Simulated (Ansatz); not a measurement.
Zn(NH2)(GeH3) (GeH₅NZn), SMILES [NH2][Zn][GeH3].

Geometry optimised at B3LYP-D3(BJ)/def2-SVP. The structure was generated by enumeration; whether it is a known compound was not checked. One conformer was computed; it need not be the lowest.

Two levels are set side by side: PBE/def2-SVPD (Ansatz, a first-principles code) and CAM-B3LYP/def2-SVPD (Ansatz). Energy differences of separate SCF runs at the same geometry; the states with an electron removed or added have multiplicity 2 and 2. Differences are taken from unrounded values.

```
quantity                           CAM-B3LYP
---------------------------------  ---------
vertical ionisation energy (eV)         9.07
vertical singlet–triplet gap (eV)       4.81
```

What does PBE give, and how far is it from CAM-B3LYP? (The exact figures need the calculation; the answer reports its results.)


```csv
quantity,PBE,PBE minus CAM-B3LYP
vertical ionisation energy (eV),8.77,-0.30
vertical singlet–triplet gap (eV),4.47,-0.34
```
